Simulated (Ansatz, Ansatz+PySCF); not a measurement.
```xyz
7

S     0.0000    0.0000    0.0000
F     1.5807    0.0000    0.0000
F    -1.5807    0.0000    0.0000
F     0.0000    1.5807    0.0000
F     0.0000   -1.5807    0.0000
F     0.0000    0.0000    1.5807
F     0.0000    0.0000   -1.5807
```

Basis set: def2-SVP (spherical functions). Frozen core: 11 orbitals. Charge 0, multiplicity 1.

Computed with Ansatz (development build ahead of 0.2.0); each method stands on the lowest determinant of its kind that the runs found. Restricted open shells among the atoms or ions are ROHF, correlated in semicanonical orbitals with singles. Restricted functionals stand beside restricted open-shell atoms, which can lie above the unrestricted atoms usual in DFT and then raise those values.

The atomization energy at this shape (free ground-state atoms in the same class of orbitals less the molecule, no zero-point energy) of singlet SF6:

```
               method  atomization energy
   ωB97X (restricted)       1892.1 kJ/mol
 ωB97X (unrestricted)       1864.3 kJ/mol
  r²SCAN (restricted)       1954.6 kJ/mol
r²SCAN (unrestricted)       1915.1 kJ/mol
    PBE0 (restricted)       1876.3 kJ/mol
  PBE0 (unrestricted)       1847.7 kJ/mol
   PBE (unrestricted)       2046.4 kJ/mol
              RHF-MP2       1775.4 kJ/mol
              UHF-MP2       1778.8 kJ/mol
                  RHF        856.5 kJ/mol
                  UHF        790.0 kJ/mol
```

Task: What does PBE (restricted) give?

Result: 2067.4 kJ/mol.
